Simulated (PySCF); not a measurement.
## PBE on N (nitrogen, neutral)

Configuration: [He] 2s2 2p3, high-spin 4S determinant. All numbers are calculated (PySCF 2.14, no relativity, point nucleus, in cc-pV5Z (6s5p4d3f2g1h, 91 functions)).

| Property | Result |
| --- | --- |
| Total energy | -54.5353 hartree |
| One-electron energy | -73.9071 hartree |
| Hartree (Coulomb) energy | 26.0816 hartree |
| Exchange-correlation energy | -6.7098 hartree |
| Kinetic energy | 54.37132 hartree |
| ⟨S²⟩ | 3.7524 |
| ⟨L²⟩ | 0.000 |
| Sum of ⟨r⟩ | 7.425 bohr |
| Sum of ⟨r²⟩ | 12.52 bohr² |
| Density at the nucleus (Gaussians lack the cusp) | 204 bohr⁻³ |
| Spin density at the nucleus | -0.0833 bohr⁻³ |
| Langevin diamagnetic susceptibility | -9.92 ×10⁻⁶ cm³/mol |

| shell | electrons | mean orbital energy (hartree) | rms radius, mean of both spins (bohr) |
| --- | --- | --- | --- |
| 1s α | 1 | -14.10748 | 0.267 |
| 1s β | 1 | -14.05164 | 0.267 |
| 2s α | 1 | -0.72882 | 1.47 |
| 2s β | 1 | -0.56084 | 1.47 |
| 2p α | 3 | -0.30448 | 1.64 |
